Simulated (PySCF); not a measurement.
How methods differ on the ionisation energy of Xe

Xe [Xe] (1S) → Xe⁺ [Kr] 4d10 5s2 5p5 (2P), as a difference of total energies. Calculation: PySCF 2.14, in cc-pVDZ-PP with ECP28MDF (4s3p2d, 23 functions); scalar relativity through the core potential. Correlated levels: valence: 4s2 4p6 4d10 frozen. The calculations carry no spin-orbit coupling.

```
           method  ionisation energy (eV)
              UHF                  11.590
              LDA                  12.648
           M06-2X                  12.359
    MP2 (valence)                  12.161
SCS-MP2 (valence)                  12.095
   CCSD (valence)                  12.069
CCSD(T) (valence)                  12.068
```

Errors of the correlated levels include the incompleteness of this basis and the frozen core.

Question: Which method comes closest to the reference value, and which is furthest?

Answer: The reference is 12.565 eV (measured; NIST levels, between the centres of gravity of the two terms). Closest: LDA (error 0.083 eV); furthest: UHF (error -0.975 eV).
